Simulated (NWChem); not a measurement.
System: CH4BFSe; SMILES FB([SeH])C

Input file for NWChem:

```
start job
memory heap 200 mb stack 900 mb global 1100 mb
geometry units angstroms noautoz
  B     -0.031465     0.924646    -0.078177
  F     -1.222933     1.483555    -0.281559
  C      1.236563     1.836261    -0.028404
  H      1.313404     2.397120    -0.975665
  H      2.182774     1.308282     0.144261
  H      1.104831     2.592675     0.764193
  Se    -0.070410    -1.012466     0.131198
  H      1.380054    -1.145992     0.318404
end
basis spherical
  * library def2-svp
end
dft
  xc m06-l
  iterations 150
  mulliken
end
task dft energy
```

The geometry was optimised at PBE0/def2-SVP.

Task: What results follow from this input? (M06-L/def2-SVP.) Quantities: energy (Ha); highest occupied level (eV); orbital gap (eV); dipole (D).

Result: The energy (Ha) is -2566.33, the highest occupied level (eV) comes out as -6.42 and the orbital gap (eV) is 5.71. The dipole (D) is 1.82.
